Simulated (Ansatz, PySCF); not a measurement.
Breaking the Be1–H2 bond in BeClH (SMILES [BeH][Cl]) (multiplicity 1 held, fragments rigid). Energies count from the point at 1.323 Å.
Geometry at that point (charge 0, multiplicity 1):
```csv
atom,x (Å),y (Å),z (Å)
Be,0.0000,0.0000,-1.3353
H,0.0000,0.0000,-2.6579
Cl,0.0000,0.0000,0.4705
```

Restricted levels (R-, RO-) in cc, def2 and unpolarised 6-31G sets keep to the state of the molecule at rest. U- levels take the lowest unrestricted solution at each point, which mixes spins at long bonds. Levels need not reach the same state.

Rows in 6-31G* carry no dispersion term and start afresh at each structure (6-31G* with six Cartesian d functions).

Run with Ansatz (Gaussian basis) for Hartree–Fock, density functionals and correlated methods; PySCF for 6-31G* rows. Values without a source in brackets are computed.

**Question.** One of these levels gives 153.45 kcal/mol for the energy at R = 4.233 Å. Name it.
(A) R-HF/aug-cc-pV(T+d)Z
(B) R-B3LYP/6-31G*
(C) U-wB97X-V/aug-cc-pV(T+d)Z

**Answer.** A, R-HF/aug-cc-pV(T+d)Z. The others give 130.15 (R-B3LYP/6-31G*), 96.15 (U-wB97X-V/aug-cc-pV(T+d)Z)

Doubts at one or more of the structures used: a restricted determinant that unrestricted orbitals would lower (R-HF/aug-cc-pV(T+d)Z, R-B3LYP/6-31G*); a spin-contaminated determinant (U-wB97X-V/aug-cc-pV(T+d)Z).

Ansatz is a first-principles code.
